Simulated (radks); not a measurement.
Pm0.5+, 60.5 electrons, occupied as [Kr] 4d10 4f(up 2.5, down 2.5) 5s2 6s2 5p(up 2.75, down 2.75) (fractional occupations, a model configuration).

All-electron calculation, scalar-relativistic Kohn-Sham, r2SCAN, spin-polarised, spherical densities, finite nucleus; meta-GGA in the generalised Kohn-Sham scheme; Fermi nuclear charge, rms radius 4.962 fm. Program: a radial shooting solver on a logarithmic mesh with Libxc functionals.

Energy parts (Ry):
| part | energy |
|---|---|
| total | -20041.1461 |
| kinetic | 21374.8325 |
| electron-nucleus | -48704.6219 |
| Hartree | 7746.4273 |
| exchange-correlation | -457.7841 |

Orbitals (lengths in bohr, moments of r in powers of bohr):
orbital,occ.,eigenvalue (Ry),<1/r>
1s,2,-3314.399,67.41
2s,2,-540.7204,15.61
2p,6,-482.6819,14.67
3s,2,-118.7789,5.712
3p,6,-100.4543,5.384
3d,10,-75.34995,5.101
4s,2,-24.18798,2.380
4p,6,-18.14410,2.193
4d,10,-9.57635,1.921
5s,2,-3.54424,0.9170
5p,5.5,-2.08186,0.7792
4f,5,-0.50985,1.317
6s,2,-0.48043,0.3075

The highest occupied level is 6s at -6.537 eV. Summed over all electrons, <r^2> = 76.46 bohr^2, which gives a Langevin (diamagnetic) susceptibility term of -60.6 x 10^-6 cm^3/mol.
